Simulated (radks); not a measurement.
The numbers below are computed, except where a source is named.
Correlation energies from several functionals, in hartree. Species: Rh44+ 1s1; B+ [He] 2s2. Level of theory: non-relativistic Kohn-Sham, LDA (Slater exchange, Perdew-Wang correlation), spin-polarised, spherical densities, point nucleus (a radial shooting solver on a logarithmic mesh with Libxc functionals). Every spin shell is full or empty, so the densities are truly spherical. Functionals are evaluated on that one density, not self-consistently.

| functional | Rh44+ | B+ |
|---|---|---|
| PW92 | -0.071536 | -0.25161 |
| VWN5 | -0.071449 | -0.25257 |
| PZ | -0.072455 | -0.25141 |
| Wigner | 0 | -0.19345 |
| Chachiyo | -0.071339 | -0.24597 |
| PBE | -0.0060124 | -0.091601 |
| PBEsol | -0.0086182 | -0.11250 |
| TPSS | 0 | -0.093280 |
| revTPSS | 0 | -0.098592 |
| SCAN | 0 | -0.091089 |
| B95 | 0 | -0.10576 |
| Tao-Mo | 0 | -0.070309 |
